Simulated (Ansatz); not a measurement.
A nudged elastic band was laid between two geometries of CH7BOSSi (12 atoms, charge 0, multiplicity 1).

All numbers below come from Ansatz 0.2.0, RKS r2SCAN/def2-SVP.

```json
{"movable images": "5", "climbing image": "yes", "spring": "5.0 eV/Å²", "optimiser": "quadratic models (default)", "start path": "through a guess of the saddle point", "force threshold": "0.05 eV/Å", "iteration limit": "60", "end points": "relaxed"}
```

Image 0:

```xyz
12
Properties=species:S:1:pos:R:3
Si -1.661 -0.785 1.573
B 0.082 -0.423 0.602
O 0.043 -0.049 -0.697
C 1.227 0.255 -1.418
S 1.733 1.991 -1.270
H -1.777 0.109 2.772
H -2.871 -0.580 0.716
H -1.683 -2.195 2.085
H 1.165 -0.549 1.146
H 2.083 -0.329 -1.037
H 1.045 0.000 -2.472
H 0.691 2.500 -1.966
```

Image 6:

```xyz
12
Properties=species:S:1:pos:R:3
Si -1.133 -0.439 1.376
B -0.232 -1.280 -0.249
O 0.767 -0.736 -0.987
C 1.341 0.528 -0.706
S 0.191 1.924 -0.893
H -0.368 0.665 2.041
H -2.471 0.101 0.973
H -1.377 -1.502 2.405
H -0.597 -2.367 -0.644
H 1.693 0.583 0.337
H 2.198 0.652 -1.382
H 0.065 1.814 -2.236
```

Question: What changes between the two ends?

Answer: No bond is made or broken. The dihedral Si1–B2–O3–C4 goes from 178 to 1°.

Question: What energy profile does the band end with?

Answer: The forces met the threshold. The highest image is number 2 of 0 to 6, 16.1 kcal/mol above the first end and 16.6 kcal/mol above the last; the last end lies 0.5 kcal/mol below the first. A vibrational analysis at the climbing image gives one clearly imaginary mode, 328i cm⁻¹: a first-order saddle point.

```
image  path coordinate (Å)  energy (kcal/mol)  dihedral Si1–B2–O3–C4 (°)
    0                 0.00                0.0                        178
    1                 3.24                1.8                       -180
    2                 6.48               16.1                         91
    3                 7.84                2.4                          2
    4                 9.19                0.6                         -4
    5                10.54                0.6                         -2
    6                11.90               -0.5                          1
```

Question: What is the geometry of the highest image?

Answer: 
```xyz
12
Properties=species:S:1:pos:R:3
Si -1.390 -1.411 1.290
B 0.194 -0.140 1.044
O 0.650 0.192 -0.183
C 0.549 1.090 -1.238
S 1.740 0.748 -2.563
H -2.584 -0.595 1.700
H -1.762 -2.157 0.046
H -1.154 -2.401 2.389
H 0.758 0.332 2.021
H -0.441 1.016 -1.725
H 0.686 2.124 -0.875
H 2.832 1.147 -1.873
```

Question: What are the harmonic wavenumbers there?

Answer: 328i, 24, 30, 78, 166, 276, 343, 387, 502, 648, 704, 783, 810, 867, 922, 936, 940, 1056, 1138, 1261, 1311, 1428, 1486, 2173, 2199, 2206, 2494, 2691, 3013, 3078 cm⁻¹.

The band took 48 iterations and about 30 core-minutes.

Run time: 16 min on 2 threads of Arm Neoverse V1 (shared host), peak memory 0.18 GiB.
